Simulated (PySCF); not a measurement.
Ta(O)(OH)3 (H₃O₄Ta), SMILES [O]=[Ta]([OH])([OH])[OH], multiplicity 1. Heavy atoms are numbered as in [Ta:1](=[O:2])([OH:3])([OH:5])[OH:7]. Hydrogens are named by the atom that carries them.

Geometry: B3LYP-D3(BJ)/def2-SVP. The spin state was assumed, not searched. The def2 effective core potentials stand for the cores of Ta; spin–orbit coupling is left out. The values are those of a single conformer.

All values below come from PBE/def2-TZVP (PySCF).

ESP charges are fitted to the potential on shells at 1.4 to 2.0 van der Waals radii. Atomic charges (e), one atom of each kind:

```json
[
 {"atom": "Ta1", "Löwdin": "0.66", "Mulliken": "…", "ESP fit": "1.34"},
 {"atom": "O2", "Löwdin": "-0.30", "Mulliken": "…", "ESP fit": "-0.60"},
 {"atom": "O3 (OH)", "Löwdin": "-0.29", "Mulliken": "…", "ESP fit": "-0.66"},
 {"atom": "H on O3", "Löwdin": "0.17", "Mulliken": "…", "ESP fit": "0.40"}
]
```

**Question.** Some entries are withheld; supply them. (An estimate is asked for; the answer gives what the named calculation found.)

**Answer.** 
- Ta1, Mulliken: 1.35
- O2, Mulliken: -0.49
- O3 (OH), Mulliken: -0.62
- H on O3, Mulliken: 0.33
